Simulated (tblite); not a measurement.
H7SSeSi4 (doublet state).
Numbering: `[SH:1][Si@H:2]1[SiH:3][SiH2:4][SiH2:5][Se:6]1` (hydrogens: H7 on S1; H8 on Si2; H9 on Si3; H10, H11 on Si4; H12, H13 on Si5)

Computed with GFN2-xTB (tblite), gas phase: L-BFGS steps from a force-field or distance-geometry start until the largest atomic force falls under 0.01 eV/Å.

At the end of the run (lengths in Å): Si4–Si5 2.339, Si2–Si3 2.325, Si3–Si4 2.334, S1–H7 1.321, Si2–Se6 2.367, Si2–H8 1.464, Si5–Se6 2.304, Si2–Se6–Si5 104.6°, Si2–Si3–Si4 108.5°, S1–Si2–Si3 104.6°, Si3–Si2–Se6 105.3°, S1–Si2–Si3–Si4 96°, Si2–Si3–Si4–Si5 1°, Si3–Si4–Si5–Se6 17°, H8–Si2–S1–H7 67°, H7–S1–Si2–Si3 -148°.

**Question.** These geometries were met on the way; a selection of coordinates is given. Order them by energy above the end point, lowest first.
A. Si4–Si5 2.349, Si2–Si3 2.348, Si3–Si4 2.355, S1–H7 1.329, Si2–Se6 2.336, Si2–H8 1.455, Si5–Se6 2.315, Si2–Se6–Si5 99.7°, Si2–Si3–Si4 105.4°, S1–Si2–Si3 110.2°, Si3–Si2–Se6 102.7°, S1–Si2–Si3–Si4 84°, Si2–Si3–Si4–Si5 4°, Si3–Si4–Si5–Se6 25°, H8–Si2–S1–H7 166°, H7–S1–Si2–Si3 -53°
B. Si4–Si5 2.359, Si2–Si3 2.355, Si3–Si4 2.337, S1–H7 1.333, Si2–Se6 2.391, Si2–H8 1.468, Si5–Se6 2.334, Si2–Se6–Si5 94.3°, Si2–Si3–Si4 101.9°, S1–Si2–Si3 108.8°, Si3–Si2–Se6 108.6°, S1–Si2–Si3–Si4 86°, Si2–Si3–Si4–Si5 2°, Si3–Si4–Si5–Se6 28°, H8–Si2–S1–H7 -177°, H7–S1–Si2–Si3 -50°
C. Si4–Si5 2.305, Si2–Si3 2.297, Si3–Si4 2.282, S1–H7 1.325, Si2–Se6 2.315, Si2–H8 1.429, Si5–Se6 2.304, Si2–Se6–Si5 93.6°, Si2–Si3–Si4 103.0°, S1–Si2–Si3 107.8°, Si3–Si2–Se6 108.2°, S1–Si2–Si3–Si4 87°, Si2–Si3–Si4–Si5 2°, Si3–Si4–Si5–Se6 28°, H8–Si2–S1–H7 -170°, H7–S1–Si2–Si3 -50°
D. Si4–Si5 2.217, Si2–Si3 2.227, Si3–Si4 2.238, S1–H7 1.415, Si2–Se6 2.281, Si2–H8 1.474, Si5–Se6 2.289, Si2–Se6–Si5 92.0°, Si2–Si3–Si4 102.8°, S1–Si2–Si3 109.4°, Si3–Si2–Se6 108.9°, S1–Si2–Si3–Si4 89°, Si2–Si3–Si4–Si5 2°, Si3–Si4–Si5–Se6 28°, H8–Si2–S1–H7 -170°, H7–S1–Si2–Si3 -51°
E. Si4–Si5 2.338, Si2–Si3 2.323, Si3–Si4 2.335, S1–H7 1.355, Si2–Se6 2.368, Si2–H8 1.461, Si5–Se6 2.319, Si2–Se6–Si5 98.0°, Si2–Si3–Si4 103.9°, S1–Si2–Si3 110.8°, Si3–Si2–Se6 106.1°, S1–Si2–Si3–Si4 83°, Si2–Si3–Si4–Si5 4°, Si3–Si4–Si5–Se6 24°, H8–Si2–S1–H7 175°, H7–S1–Si2–Si3 -49°

**Answer.** A (0.095 eV), E (0.155 eV), B (0.273 eV), C (0.445 eV), D (0.734 eV).

```csv
step,E above end (eV),"rms distance from the end, all atoms (Å)",largest force (eV/Å),rms shift of all bonds from the end (Å)
16,0.095,0.548,0.198,0.014
9,0.155,0.577,0.578,0.012
6,0.273,0.604,0.505,0.017
2,0.445,0.628,0.689,0.029
0,0.734,0.642,2.112,0.063
```

Rows stand in the order of the answer.
